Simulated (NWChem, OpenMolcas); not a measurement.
How basis sets differ on CH5FOSi (SMILES CO[SiH2]F)

The species is CH5FOSi (9 atoms), meant as a singlet with charge 0. As SMILES, `CO[SiH2]F`. The coordinates come from a PBE0-D4/def2-TZVP relaxation. This is one conformer, not always the lowest.

```xyz
9

C    -0.2802    1.1507   -0.6884
O    -0.7436   -0.0642   -0.1380
Si    0.1689   -1.1277    0.6799
F     1.2020   -1.8652   -0.2901
H     0.1896    0.9790   -1.6608
H    -1.1359    1.8136   -0.8230
H     0.4434    1.6435   -0.0290
H    -0.7482   -2.1417    1.2319
H     0.9924   -0.4342    1.7003
```

Quantity: the dipole moment, in D. The values are calculated.

| level | kind | program | value (D) | CPU time |
| --- | --- | --- | --- | --- |
| HF/ANO-L-MB | Hartree–Fock | OpenMolcas | 1.59 | 2 s |
| HF/ANO-R0 (sfX2C) | Hartree–Fock | OpenMolcas | 1.55 | 3.7 s |
| HF/ANO-RCC-MB (DKH2) | Hartree–Fock | OpenMolcas | 1.81 | 5.6 s |
| HF/STO-3G | Hartree–Fock | OpenMolcas | 1.07 | 2.6 s |
| HF/3-21G | Hartree–Fock | NWChem | 2.05 | 2.6 s |
| HF/def2-SVP | Hartree–Fock | NWChem | 1.88 | 9.2 s |

The values span 1.07 to 2.05 D. Magnitudes only. Sets without polarisation functions give poor dipoles. CPU times are rough (shared hosts, several kinds of processor and program).
